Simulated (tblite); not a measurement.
Si2 (SMILES [Si]=[Si]), triplet, at a GFN2-xTB geometry; GFN1-xTB (tblite 0.6.0).

tblite was given this input:
```
$ tblite run mol.xyz --method gfn1 --charge 0 --spin 2 --etemp 2000 --json tblite.json --no-restart

# file mol.xyz
2

Si    -0.00000000    -0.00000000    -1.08705736
Si     0.00000000     0.00000000     1.08705736
```

It wrote (shortened):

```
xTB calculator
 | screened Coulomb repulsion
 | Coulomb electrostatics
 |  * isotropic Klopman-Ohno-Mataga-Nishimoto electrostatics
 |  * onsite third-order electrostatics
 | DFT-D3(BJ) dispersion correction

halogen bonding energy    0.0000000000000E+00 Eh
repulsion energy          2.5871896125480E-02 Eh
dispersion energy        -5.7972908661081E-04 Eh
number of electrons       8.0000000000000E+00 e
integral cutoff           2.8146159136829E+01 bohr

------------------------------------------------------------
  cycle        total energy    energy error   density error
------------------------------------------------------------
      1     -3.442966752398  -3.4682589E+00   1.9573110E-01
      2     -3.442995031248  -2.8278850E-05   1.1785423E-01
      3     -3.443003847070  -8.8158216E-06   3.7487671E-03
      4     -3.443004481827  -6.3475722E-07   2.4587750E-04
      5     -3.443004484654  -2.8262042E-09   6.4746232E-08
------------------------------------------------------------

electronic energy        -3.4682966516924E+00 Eh
total energy             -3.4430044846535E+00 Eh

Post processing:
 | Mayer-Wiberg bond orders

[Info] JSON dump of results written to 'tblite.json'
```
